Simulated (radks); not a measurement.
Problem. Species: the promethium ion Pm58+. Configuration: [He] 3d1 (not the ground configuration). All-electron calculation, Dirac Kohn-Sham, PBE, spin-unpolarised, spherical densities, finite nucleus; open shells fill j = l - 1/2 first; Fermi nuclear charge, rms radius 4.962 fm. Program: a radial shooting solver on a logarithmic mesh with Libxc functionals. Some entries of the table are withheld. Estimate them.

orbital,occ.,eigenvalue (eV),<r> (bohr),<1/r> (bohr^-1)
1s1/2,2,-51696.18,(1),67.70
3d3/2,1,(2),(3),(4)
3d5/2,0,(5),(6),(7)

Solution. 
(1) 1s1/2 <r> (bohr): 0.02305
(2) 3d3/2 eigenvalue (eV): -5280.624
(3) 3d3/2 <r> (bohr): 0.1736
(4) 3d3/2 <1/r> (bohr^-1): 6.766
(5) 3d5/2 eigenvalue (eV): -5224.310
(6) 3d5/2 <r> (bohr): 0.1765
(7) 3d5/2 <1/r> (bohr^-1): 6.623
